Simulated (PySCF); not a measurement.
A GIAO shielding run with PySCF 2.14.0 with density-fitted response routines (density fitting, non-relativistic, gas phase) on `F[SiH](C[C@@H](C(C)=S)C)F`, C5H10F2SSi:

```
$ OMP_NUM_THREADS=1 python probes_run.py task.json out

{"job": {"kind": "nmr", "xc": "PBE0", "basis": "pcSseg-1"}, "charge": 0, "multiplicity": 1}
C     -1.714360     0.991740    -0.345430
C     -0.903647     0.521784     0.808037
S     -0.995755     1.262499     2.252334
C      0.026223    -0.644025     0.623141
C     -0.769562    -1.937708     0.408723
C      1.006888    -0.414178    -0.537824
Si     2.076113     1.138805    -0.372797
F      1.274684     2.401759    -0.946736
F      3.276281     1.023534    -1.426242
H     -1.102209     1.646827    -0.967516
H     -2.056671     0.165310    -0.964678
H     -2.567121     1.570081     0.002065
H      0.598498    -0.754272     1.550028
H     -1.493228    -2.075235     1.209111
H     -1.298839    -1.923219    -0.541062
H     -0.091329    -2.787788     0.408124
H      1.653271    -1.292136    -0.601369
H      0.447658    -0.376891    -1.476822
H      2.623301     1.492363     0.911450
```

Hardware: 1 thread of an Arm Neoverse V1, shared host. The job also computes population analyses, field gradients.

Q: How large is the calculation?

A: 88 electrons, 217 basis functions and 1171 auxiliary functions.

Q: How long does it take, and how much memory does it need?

A: 76 s of wall time, with 14 SCF cycles and 5 response iterations; peak memory 1.1 GiB. Times on a shared host scatter by some tens of per cent.
